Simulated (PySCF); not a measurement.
Computed shifts of a molecule C₃H₁₀Si₃, PySCF with HF/pcSseg-1, GIAO, gas phase, atoms alike by connectivity averaged where their shifts nearly agree, in ppm (number of nuclei): ¹³C: 150.3 (1), 118.8 (1), 17.9 (1). ²⁹Si: -46.4 (2), -92.4 (1). ¹H: 6.27 (1), 5.44 (1), 5.23 (1), 4.41 (2), 4.33 (2), 3.65 (2), 1.68 (1). References: ¹³C against TMS (σ = 192.6 ppm); ²⁹Si against TMS (σ = 393.8 ppm); ¹H against TMS (σ = 31.99 ppm), references at their B3LYP-D3(BJ)/def2-TZVP geometries, non-relativistic. Geometry optimised at B3LYP-D3(BJ)/def2-SVP. Other conformers were not sampled.

Question: Identify the compound among the candidates.
A) [SiH3]CC1=C[SiH2][SiH2]1
B) C[SiH2]C#C[SiH2][SiH3]
C) C#C[SiH2][SiH2]C[SiH3]
D) C=CC1[SiH2][SiH2][SiH2]1

Answer: D, C=CC1[SiH2][SiH2][SiH2]1
